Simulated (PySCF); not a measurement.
Species: 1,5,5-trimethylcyclopentadiene, C8H12.
SMILES: `CC1=CC=CC1(C)C`

Linear response at PBE0/def2-SVPD (PySCF, frozen core in the response, non-relativistic). Geometry: PBE0-D3(BJ)/def2-SVP; no solvent, vibrations or thermal averaging.

Static isotropic polarisability: 92.96 au (13.78 Å³), principal values 75.3, 98.6, 105.0 au.

Q: What is the polarisability at 1064 nm and at the sodium D line?

A: 93.86 au at 1064 nm (+1.0 %), 96.05 au at 589.3 nm (+3.3 %). The rise at 589.3 nm is 3.44 times that at 1064 nm; a pure ω² law gives 3.26. The lowest singlet lies at 256 nm, shorter than both wavelengths.

Q: What is the isotropic C6 coefficient between two such molecules, C6 = (3/π)∫α(iω)² dω?

A: 3529 au (Eh·bohr⁶) by a ten-point quadrature over imaginary frequencies, which is 2110 eV·Å⁶ or 203 J·nm⁶/mol.

Q: Which effective excitation energy ω̄ makes London's formula C6 = (3/4)α²ω̄ exact here?

A: ω̄ = 4·C6/(3α²) = 0.545 Eh = 14.8 eV. A one-pole form α(ω) = α/(1 − ω²/ω̄²) fitted to the 1064 nm value gives 11.9 eV.

Q: The lowest 6 singlets have (eV, f): 4.85, 0.091; 5.69, 0.003; 6.38, 0.002; 6.49, 0.003; 6.55, 0.003; 6.89, 0.002. What share of the static polarisability do they carry in the sum over states α = Σ f/ω²?

A: 3.10 au, 3.3 % of α; the largest term, 2.87 au, is that of the state at 4.85 eV. Their oscillator strengths add up to 0.10. Higher states carry the rest.

Q: What three-body coefficient follows from the one-pole estimate C9 = (3/4)·α·C6?

A: 246000 au. This is an estimate from the two numbers above, not a computed integral.

Q: What molar refraction at the D line follows from R = (4π/3)·N_A·α′, with α′ the polarisability volume?

A: α′ = 14.23 Å³ gives R = 35.90 cm³/mol, for isolated, non-vibrating species.

Cost: about 2.3 min of CPU time on one thread; the machine was shared, so the figure is rough. This is the whole response run at PBE0/def2-SVPD, SCF included.
